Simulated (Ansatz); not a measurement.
Input file for CH₇ClSiSn (`C[SiH](Cl)[SnH3]`):

```yaml
crystal:
  periodic: [false, false, false]
  atoms:
    - {symbol: C, position_ang: [0.156573, 1.579697, 0.897768]}
    - {symbol: Si, position_ang: [0.345507, -0.270620, 0.778681]}
    - {symbol: Cl, position_ang: [2.358519, -0.744257, 0.906461]}
    - {symbol: Sn, position_ang: [-0.547437, -1.228247, -1.427950]}
    - {symbol: H, position_ang: [-0.902793, 1.849446, 0.868534]}
    - {symbol: H, position_ang: [0.581721, 1.946236, 1.834921]}
    - {symbol: H, position_ang: [0.663066, 2.077841, 0.068855]}
    - {symbol: H, position_ang: [-0.314088, -0.930418, 1.936086]}
    - {symbol: H, position_ang: [-2.219079, -0.906316, -1.594617]}
    - {symbol: H, position_ang: [0.261425, -0.513435, -2.751066]}
    - {symbol: H, position_ang: [-0.318013, -2.917026, -1.496974]}
basis:
  gaussian: {orbitals: def2-SVP}
correlation: {method: ccsd_t}
```

```sh
$ ansatz run in.yaml --threads 4 --pin off --events-out ev --progress --plain
```

The program prints (abridged):

```
Functional definition: HF
1174 factors; integrals over basis functions are off by at most 1.2e-3 eV
mean field evaluation 1: about -27304.6078 eV, gradient 2.4e1 eV
mean field evaluation 2: about -27304.6148 eV, gradient 2.4e1 eV
mean field evaluation 4: about -27306.5183 eV, gradient 2.3e0 eV
mean field evaluation 8: about -27306.5419 eV, gradient 2.7e-4 eV
mean field -27306.54190342 eV, -1003.4969059120 hartree, gradient 2.1e-6 eV, S^2 0.000000; 0 other end points of the search recorded, 0 dependent functions left out
15 core orbitals not correlated: weight in the atoms' cores, before any rotation towards them, 1.000 or more for the frozen orbitals, at most 0.000 for the correlated occupied ones
reference -27306.54190342 eV, -1003.4969059120 hartree; 18, 18 occupied and 78, 78 virtual orbitals, 1174 factors
second order -13.44197558 eV of doubles, -0.00000000 eV of singles
cycle   1  -14.68124648 eV  change    -1.2e0 eV  update   8.9e-2
cycle   2  -15.15021100 eV  change   -4.7e-1 eV  update   2.8e-2
cycle   3  -15.19979202 eV  change   -5.0e-2 eV  update   9.2e-3
cycle   4  -15.19723631 eV  change    2.6e-3 eV  update   2.7e-3
cycle   5  -15.19629249 eV  change    9.4e-4 eV  update   7.8e-4
cycle   6  -15.19612512 eV  change    1.7e-4 eV  update   2.3e-4
cycle   7  -15.19610657 eV  change    1.9e-5 eV  update   6.7e-5
cycle   8  -15.19611827 eV  change   -1.2e-5 eV  update   2.3e-5
perturbative correction -0.39609450 eV, -0.0145562042 hartree
Total energy: -27322.13411619 eV, -1004.0699091623 hartree
```

Run time 7 s (4 threads of a server CPU on a shared host); peak host memory 0.55 GiB.

MP2 recovers 86.2 % of the CCSD(T) correlation energy and the triples give 2.5 %; T1 = 0.0091.
